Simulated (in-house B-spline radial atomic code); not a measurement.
Response and correlation of the silicon ion Si¹⁰⁺

Closed shell [He] 2s2. Computed with a B-spline radial code for spherical atoms: Dirac-Hartree-Fock, relativistic RPA (time-dependent Dirac-Hartree-Fock) for the response and second-order many-body perturbation theory for correlation, no-pair Dirac-Coulomb Hamiltonian, finite nucleus.

Command:
```bash
python run_mb.py task.json out
```
Settings (nuclear radius in fm, box in bohr, cutoff in hartree):
```
basis_form          2
Z                   14
core_configuration  [He] 2s2
rms_radius          3.1224
mass_number         28
speed_of_light      137.036
box_radius          6.608
lmax                7
intervals           62
virtual_cutoff      4900.0
```

Time taken, with all properties: 0.6 s on 1 thread of Intel(R) Xeon(R) Platinum 8488C (shared host).

```
multipole (bohr³, bohr⁵, bohr⁷)  uncoupled  coupled RPA
                         dipole    0.10669      0.14904
                     quadrupole   0.008058            ?
                       octupole  0.0029184    0.0031119
```

Question: What is the coupled quadrupole polarisability?

Answer: 0.0088195 atomic units, +9 % against the uncoupled value.

Question: Which subshells carry the dipole polarisability?

Answer: 2s1/2 100.1 %, 1s1/2 -0.1 %.

Question: What does the dipole shielding factor come to?

Answer: The dipole shielding factor is 0.286, against the exact N/Z = 4/14 = 0.286 of the non-relativistic theorem.

Dipole polarisability at imaginary frequency:

```csv
u (Eh),α(iu) (bohr³)
0,0.149
0.73,0.117
1.82,0.05801
3.65,0.02464
5.47,0.01511
7.3,0.01089
10.9,0.00693
14.6,0.004872
18.2,0.003665
25.5,0.002301
36.5,0.001364
54.7,0.0007411
73,0.0004738
109,0.0002479
182,0.0001023
365,2.809e-05
```

Question: What dispersion coefficients follow for two such ions (the dispersion part alone)?

Answer: C6 = (3/π)∫α(iu)²du = 0.02499 hartree·bohr⁶ and C8 = 0.01444 hartree·bohr⁸.

Lowest J = 1 odd-parity excitations:

```json
{"energy (eV)": "13.432", "oscillator strength": "2.89e-05", "leading channel": "2s1/2 → p1/2", "weight": "0.688"}
{"energy (eV)": "36.618", "oscillator strength": "0.254", "leading channel": "2s1/2 → p3/2", "weight": "0.688"}
{"energy (eV)": "279.95", "oscillator strength": "0.00364", "leading channel": "2s1/2 → p1/2", "weight": "0.735"}
{"energy (eV)": "281.72", "oscillator strength": "0.603", "leading channel": "2s1/2 → p3/2", "weight": "0.735"}
{"energy (eV)": "365.43", "oscillator strength": "0.00134", "leading channel": "2s1/2 → p1/2", "weight": "0.747"}
{"energy (eV)": "366.05", "oscillator strength": "0.162", "leading channel": "2s1/2 → p3/2", "weight": "0.747"}
{"energy (eV)": "404.35", "oscillator strength": "0.000656", "leading channel": "2s1/2 → p1/2", "weight": "0.753"}
{"energy (eV)": "404.65", "oscillator strength": "0.0699", "leading channel": "2s1/2 → p3/2", "weight": "0.753"}
```

Second-order correlation energy by the highest angular momentum of the excited pair (hartree): s -0.01593, p -0.1228, d -0.01082, f -0.002881, g -0.001047, h -0.0004674, i -0.0002225, k -0.000123.

Question: What is the second-order correlation energy at the partial-wave limit?

Answer: The listed waves sum to -0.15424 hartree; extrapolating the increments as (l + 1/2)⁻⁴ gives -0.1545 hartree, -1.05 eV per electron.
